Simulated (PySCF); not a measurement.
Molecule: `C1=C[O][AlH2-][O+]=C1`, C3H5AlO2.

Bonds (- single, = double, # triple, : aromatic): C1=C2, C2-O3, O3-Al4, Al4-O5, O5=C6, C6-C1. C1 carries H7; C2 carries H8; Al4 carries H9, H10; C6 carries H11. Formal charges: Al4 -1, O5 +1.

Frames of a GFN2-xTB Langevin trajectory at 600 K; GIAO PBE0/pcSseg-1 shieldings in PySCF 2.14, gas phase, non-relativistic; equivalent atoms averaged within each frame.

References, each an isolated molecule treated in the same way: 13C (σref 186.93), 1H (σref 31.72) against TMS; 17O (σref 336.08) vs H2O; AlH4- for 27Al (σref 489.97). The references are static minima.

How do the shifts (ppm) fluctuate along the trajectory?

## Answers


| time (fs) | C2/C6 | C1 | O3/O5 | Al4 | H8/H11 | H7 | H9/H10 |
| --- | --- | --- | --- | --- | --- | --- | --- |
| optimised geometry | 191.6 | 110.1 | 315.9 | 53.6 | 8.54 | 5.75 | 4.38 |
| 250 | 196.5 | 120.1 | 337.2 | 60.3 | 9.47 | 5.39 | 4.68 |
| 425 | 197.7 | 109.0 | 336.7 | 59.2 | 8.10 | 5.07 | 4.74 |
| 625 | 194.3 | 121.0 | 303.9 | 40.4 | 8.25 | 6.81 | 4.84 |
| 800 | 189.0 | 112.9 | 343.9 | 53.1 | 8.78 | 5.55 | 5.14 |
| 1000 | 193.1 | 114.3 | 316.4 | 46.0 | 8.37 | 5.61 | 5.35 |
| mean of frames | 194.1 | 115.4 | 327.6 | 51.8 | 8.59 | 5.69 | 4.95 |
| standard deviation | 3.4 | 5.1 | 16.8 | 8.6 | 0.55 | 0.66 | 0.28 |

5 frames give an uncertainty of the mean of about the standard deviation over 2.2 at best, since frames this close in time may not be independent; classical motion lacks zero-point vibration, and the reference would need the same averaging.
